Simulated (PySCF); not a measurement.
The calculation used delta-SCF UKS SCAN, pcX-2 on the ionised atom, pcseg-1 elsewhere, spin-free X2C in PySCF. Geometries: PBE0-D3(BJ)/def2-SVP; isolated species, one conformer each. Values against the vacuum level.

Question: Rank by computed C 1s binding energy, lowest first.
A. C4 in `[CH2:1]=[C:2]1[CH2:3][C@@H:4]([B:5]([CH3:6])[CH3:7])[C@H:8]1[F:9]`
B. C1 in `[CH3:1][C:2](=[S:3])[CH:4]([F:5])[F:6]`
C. C1 in `[CH2:1]=[CH:2][CH2:3][Br:4]`
D. C2 in `[N:1]#[C:2][CH2:3][CH:4]=[C:5]=[O:6]`

Answer: A (289.95 eV), C (290.60 eV), B (291.52 eV), D (292.49 eV).

From the lowest up, the atoms are bonded to: 2 C, H and B (289.95); C (double bond) and 2 H (290.60); C and 3 H (291.52); N (triple bond) and C (292.49).

Question: Rank by computed F 1s binding energy, lowest first.
A. Fluorine in `C=C1C[C@@H](B(C)C)[C@H]1F`
B. Fluorine in `CC(=S)C(F)F`
C. F6 in `[CH2:1]=[C:2]([F:3])[S:4][CH2:5][F:6]`

Answer: A (692.07 eV), C (692.99 eV), B (693.54 eV).

The highest is bonded to C, the lowest to C; the range is 1.47 eV.
